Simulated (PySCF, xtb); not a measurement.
B₂F₄, SMILES FB(F)B(F)F (connectivity only; charge and spin as stated), charge -1, multiplicity 2. Other conformers were not sampled.

Harmonic wavenumbers (cm⁻¹) from GFN2-xTB run with xtb at its own minimum, in rising order: 113, 128, 304, 307, 363, 413, 423, 582, 910, 922, 929, 1385.

Problem. What does PBE0-D3(BJ)/def2-SVPD in PySCF give at its own minimum? (The exact figures need the calculation; the answer reports its results.)

Solution. 118, 140, 322, 343, 395, 441, 481, 628, 998, 1117, 1122, 1402. Paired by order, the mean absolute difference is 61 cm⁻¹ and the zero-point energies are 9.7 and 10.7 kcal/mol.
